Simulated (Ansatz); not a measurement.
Molecule: C₂H₇BN, charge 0, multiplicity 2. It need not be the lowest isomer of its formula. 
Structure (B3LYP-D3(BJ)/def2-TZVP (Ansatz, a program for electronic structure) minimum search):
SMILES: C[B]NC
```xyz
11

C      1.9986     0.4366    -0.3325
B      0.5007     0.5509     0.0912
N     -0.4841    -0.4027    -0.0368
C     -1.8806    -0.2916     0.3600
H      2.2602     1.2114    -1.0579
H      2.2425    -0.5376    -0.7791
H      2.6601     0.5859     0.5249
H     -0.2526    -1.3015    -0.4506
H     -2.0451     0.6940     0.7911
H     -2.1412    -1.0460     1.1069
H     -2.5468    -0.4116    -0.4983
```
Charge 0, spin multiplicity 2.

Property: atomisation energy (electronic, to ground-state atoms), in kcal/mol. Valence correlation only, unless marked. UHF or UKS for open shells. No spin-orbit coupling. No relativistic terms. The coupled-cluster limit lacks core correlation, which all-electron functionals hold. Basis-set limits of correlation are two-point, X^-3; Hartree-Fock from the larger set.

| level | program | atomisation energy (kcal/mol) |
|---|---|---|
| B97M-V/def2-TZVPD | Ansatz | 985.7 |
| PBE0/STO-3G | Ansatz | 1175.5 |
| PBE0/6-31G* | Ansatz | 988.6 |
| B2GP-PLYP-D3(BJ)/def2-TZVPD | Ansatz + dftd3 | ? |
| CCSD(T)/CBS(cc-pVTZ,cc-pVQZ) | Ansatz | ? |

Problem. Fill in the missing entries.

Solution. 
- B2GP-PLYP-D3(BJ)/def2-TZVPD, atomisation energy (kcal/mol): 973.5
- CCSD(T)/CBS(cc-pVTZ,cc-pVQZ), atomisation energy (kcal/mol): 980.0
